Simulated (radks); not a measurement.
Question: Coulomb parameter of the 4f shell of neutral samarium in the model configuration [Xe] 4f5 6s2 6p1, as a second difference U = [E(n + 0.5) + E(n - 0.5) - 2 E(n)] / (0.5)^2 with all orbitals relaxed. "Bare": the charge of the atom changes with n. "Screened": the 6p shell takes up the change at fixed total charge, which measures U(4f,4f) + U(6p,6p) - 2 U(4f,6p). Method: scalar-relativistic Kohn-Sham, PBEsol, spin-unpolarised, spherical densities, finite nucleus; Fermi nuclear charge, rms radius 5.0819 fm; computed with a radial shooting solver on a logarithmic mesh with Libxc functionals. Estimate both.

Answer: U(bare) = 14.222 eV, U(screened by 6p) = 8.639 eV, against the Slater integral F0(4f,4f) = 27.722 eV with frozen orbitals. The step up makes a negative ion, whose loosely bound charge lowers the bare value.
